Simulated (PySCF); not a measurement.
pyridine-4-carbonitrile (C6H4N2), SMILES N#Cc1ccncc1.

Coordinates come from a TPSSh-D3(BJ)/def2-SVP optimisation.

Level of theory: r2SCAN/def2-TZVP run with PySCF.

Symmetry labels are those of the subgroup C2v that the program uses (full group C2v).

Computed valence orbital energies around the gap with their symmetry:
| orbital | symmetry | energy (eV) |
|---|---|---|
| HOMO−7 | B1 | -11.22 |
| HOMO−6 | B2 | -10.11 |
| HOMO−5 | B1 | -9.75 |
| HOMO−4 | A1 | -9.43 |
| HOMO−3 | B2 | -8.83 |
| HOMO−2 | B1 | -7.81 |
| HOMO−1 | A2 | -7.59 |
| HOMO | A1 | -6.91 |
| LUMO | B1 | -3.04 |
| LUMO+1 | A2 | -2.02 |
| LUMO+2 | B2 | -0.43 |
| LUMO+3 | B1 | 0.54 |
